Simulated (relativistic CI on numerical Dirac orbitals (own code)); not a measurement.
Calculated at this level of theory: Dirac-Coulomb-Breit CI, separate exchange-only KLI orbitals for each configuration, model QED, unscaled Slater integrals (own radial code, finite nucleus).

CI space (outside the closed core [Ne]): 3s2.3p6, 3s2.3p5.3d, 3s.3p6.3d, 3s2.3p5.4s, 3s2.3p5.4p, 3s2.3p5.4d, 3s.3p6.4s, 3s2.3p5.4f, 3s.3p6.4p, 3p6.3d.4p, 3s.3p6.4d, 3s2.3p5.5s, 3s2.3p5.5p, 3s.3p6.4f, 3s2.3p5.5d, 3s2.3p5.5f, 3s2.3p5.5g, 3s2.3p5.6s, 3s.3p6.5s, 3s2.3p5.6p, 3s.3p6.5p, 3s2.3p5.6d, 3s.3p6.5d, 3p6.3d2, 3p5.3d3, 3p5.3d2.4s, 3p5.3d2.4p, 3p5.3d2.4d, 3p6.3d.4s, 3p5.3d.4s2, 3p5.3d.4s.4p, 3p5.3d.4s.4d. Double excitations out of closed p, d and f shells are left out; levels of such configurations are missing from the list, as are those of other unlisted configurations, and high levels can miss mixing partners. These lack a partner that the ground configuration has and come out too high: 3s2.3p5.4f, 3s2.3p5.5s, 3s2.3p5.5p, 3s2.3p5.5d, 3s2.3p5.5f.

At this charge energies of transitions that change n are usually good to better than 1 %, and those within a shell (Δn = 0) to a few per cent.

Outline of the computed level scheme of Ga XIV. Lowest level of each configuration: 3s2.3p6 1S_0 at 0.000 eV; 3s2.3p5.3d 3P°_0 at 68.897 eV; 3s.3p6.3d 3D_1 at 136.179 eV; 3s2.3p5.4s 3P°_2 at 225.675 eV; 3s2.3p5.4p 3S_1 at 241.820 eV; 3s2.3p5.4d 3P°_0 at 271.832 eV; 3p6.3d2 3F_2 at 277.321 eV.

Some strong electric-dipole decays among the lowest 45 levels: 3s2.3p5.4d 1P°_1 → 3s2.3p6 1S_0 (1.0e+12 s⁻¹); 3s2.3p5.3d 1P°_1 → 3s2.3p6 1S_0 (4.5e+11 s⁻¹); 3s2.3p5.4s 1P°_1 → 3s2.3p6 1S_0 (1.5e+11 s⁻¹); 3s2.3p5.4s 3P°_1 → 3s2.3p6 1S_0 (1.4e+11 s⁻¹); 3s2.3p5.4p 3D_3 → 3s2.3p5.3d 3F°_4 (7.8e+10 s⁻¹); 3s2.3p5.4p 3D_2 → 3s2.3p5.3d 3F°_3 (6.7e+10 s⁻¹); 3s2.3p5.4p 3S_1 → 3s2.3p5.3d 3P°_1 (4.3e+10 s⁻¹); 3s.3p6.3d 3D_3 → 3s2.3p5.3d 3F°_4 (3.9e+10 s⁻¹).

LS names give the leading component of a level, which can be under half, so a name can repeat, a term be missing and a line seem to break the LS rules.
